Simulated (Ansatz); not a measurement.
Calculated with Ansatz (gas phase, PBE0-D4/def2-TZVP geometries, no zero-point term in ΔE). CBS: MP2 limit from def2 TZ/QZ plus the TZ coupled-cluster correction, frozen cores. This one scheme is used for every species. DFT in def2-TZVPP. Each species was taken in one conformer, which may not be the lowest.

Consider the substitution at a C–N bond: `OCN[SiH2]F` + `N=CF` → `OC/N=C\F` + `N[SiH2]F`.

(1) Is it downhill or uphill in electronic energy at CCSD(T)/CBS, and by how much? (An estimate is asked.)

(2) What do these levels give: CAM-B3LYP-D4, ωB97X-V, MP2/def2-SVP, HF/def2-TZVPP, MP2/def2-TZVPP, MP2/def2-QZVPP? (An estimate is asked.)

Largest T1 diagnostic among the species: 0.013.

## Answers

(1) The calculation gave: Downhill: ΔE = -0.05 eV.

(2) Ansatz gave: CAM-B3LYP-D4 -0.05, ωB97X-V -0.05, MP2/def2-SVP -0.02, HF/def2-TZVPP -0.06, MP2/def2-TZVPP -0.05, MP2/def2-QZVPP -0.06 eV.

At CCSD(T), def2-SVP lies +0.04 eV from the extrapolated value and def2-TZVPP +0.01 eV. Leaving LDA and LC-ωPBE aside and taking each functional with its dispersion term where it has one, the values, not all of them listed here, spread over 0.04 eV, from r2SCAN-D4 to revPBE-D4.
